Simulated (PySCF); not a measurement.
C2H2BF3. Atoms are numbered in the order given.

```xyz
8

C     -1.1176    -1.5468     0.0000
C     -0.0166    -0.7872     0.0000
F      1.2023    -1.3622     0.0000
B     -0.0256     0.7730     0.0000
F      1.0914     1.4705     0.0000
F     -1.1726     1.4305     0.0000
H     -2.0995    -1.0715     0.0000
H     -1.0573    -2.6383     0.0000
```

Geometry: B3LYP-D3(BJ)/def2-SVP. The values are those of a single conformer.

Method: PySCF with HF/def2-TZVP.

ESP charges are fitted to the potential on shells at 1.4 to 2.0 van der Waals radii. Atomic charges (e):

```tsv
atom	Mulliken	ESP fit	meta-Löwdin	Löwdin
C1	-0.20	-0.52	-0.21	-0.10
C2	0.03	0.12	0.18	-0.22
F3	-0.27	-0.21	-0.32	0.14
B4	0.75	0.75	0.78	-0.70
F5	-0.31	-0.31	-0.34	0.31
F6	-0.33	-0.32	-0.35	0.30
H7	0.17	0.22	0.14	0.14
H8	0.16	0.27	0.13	0.13
```

Computed Mayer and Wiberg (Löwdin basis) orders of the bonds:
```csv
bond,Mayer,Wiberg
C1–C2,1.87,2.03
C2–F3,0.93,1.63
C2–B4,1.04,1.12
B4–F5,1.12,2.05
B4–F6,1.08,2.02
C1–H7,0.95,0.87
C1–H8,0.95,0.89
```
